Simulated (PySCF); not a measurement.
Compound: B(PF3)H3.
Cartesian coordinates in Å at the PBE0-D3(BJ)/def2-SVP level; atoms count from 1:
```xyz
8
BF3H3P angstrom
B     -0.0004    0.0139   -1.0945
P     -0.0026   -0.0082    0.7415
F     -1.3829    0.0801    1.4848
F      0.7782    1.1292    1.4913
F      0.6020   -1.2647    1.4628
H      1.1877   -0.0398   -1.3551
H     -0.5422    1.0722   -1.3547
H     -0.6399   -0.9826   -1.3761
```

The calculation used TDDFT wB97X-D/def2-SVPD, vertical, gas phase, core orbitals frozen in the response (PySCF 2.14.0, density-fitted response routines).

Transition dipole moments from the ground state, in atomic units and in the frame of the coordinates above (overall signs are arbitrary), for the states with f of 0.002 or more among the lowest 9:

```csv
state,E (hartree),μx,μy,μz
S2,0.3073,0.026,-0.118,0.013
S3,0.3076,-0.138,-0.030,-0.006
S4,0.3295,-0.316,0.410,0.002
S5,0.3300,0.414,0.316,-0.002
S6,0.3355,0.031,-0.014,-0.797
S7,0.3395,-0.458,0.480,0.003
S8,0.3395,0.470,0.461,0.006
S9,0.3558,-0.011,0.025,-1.382
```

Task: Work out the oscillator strengths.

Result: f = (2/3) ΔE |μ|² with ΔE in hartree (27.2114 eV).

```
state  |μ|² (au)  |μ| (D)      f
   S2      0.015     0.31  0.003
   S3      0.020     0.36  0.004
   S4      0.268     1.32  0.059
   S5      0.271     1.32  0.060
   S6      0.637     2.03  0.142
   S7      0.440     1.69  0.100
   S8      0.433     1.67  0.098
   S9      1.910     3.51  0.453
```

Task: Which bond between heavy atoms lies closest to the direction of the S9 transition dipole?

Result: B1–P2, at 1° from it; next P2–F5, P2–F4 and P2–F3 at 62°.

Task: What angle do the transition dipoles of S6 and S9 make?

Result: |cos θ| = |μa·μb| / (|μa| |μb|) = 1.00, so θ ≈ 3° (taken between 0 and 90°, since the signs are arbitrary).

Task: How is the summed strength of these states shared among x, y and z?

Result: (2/3) Σ ΔE μα² gives 0.161 for x, 0.162 for y and 0.595 for z, 0.919 in all.

Task: What peak molar absorption coefficient would the strongest computed level give as a lone Gaussian band 0.5 eV wide at half height?

Result: ε(max) = 2.175×10⁸ f / FWHM, with the width in cm⁻¹. S9: 2.175×10⁸ × 0.4532 / 4033 ≈ 24000 L mol⁻¹ cm⁻¹.

S2/S3 and S7/S8 coincide within about 0.01 eV; within a degenerate level the directions of the single components are arbitrary.

The vertical ionisation energy (ΔSCF) is 12.44 eV, 2.76 eV above S9.

On Arm Neoverse V1, one thread, shared host, this took 54 s of wall time.
